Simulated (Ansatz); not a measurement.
Gas-phase reaction in SMILES: F[SiH2][SiH3] → [SiH3] (SiH3) + F[SiH2] (the Si-Si bond at the site shown breaks; other sites are not compared here)
Geometries: B3LYP-D3(BJ)/def2-TZVP minima from Ansatz (a program for electronic structure).

Quantity: bond dissociation energy (electronic energy difference), in kcal/mol. Valence correlation only, unless marked. UHF or UKS for open shells. No spin-orbit coupling. No relativistic terms. CBS(X,Y): correlation extrapolated as X^-3; Hartree-Fock from the larger set.

```tsv
level	program	bond dissociation energy (kcal/mol)
PBE0/def2-SVP	Ansatz	76.4
B2PLYP-D4/def2-TZVPD	Ansatz + dftd4	76.7
```

**Question.** Predict the CCSD(T)/CBS(cc-pV(T+d)Z,cc-pV(Q+d)Z) result (Ansatz).

**Answer.** 80.4 kcal/mol, so B2PLYP-D4/def2-TZVPD differs from it by -3.7 kcal/mol.
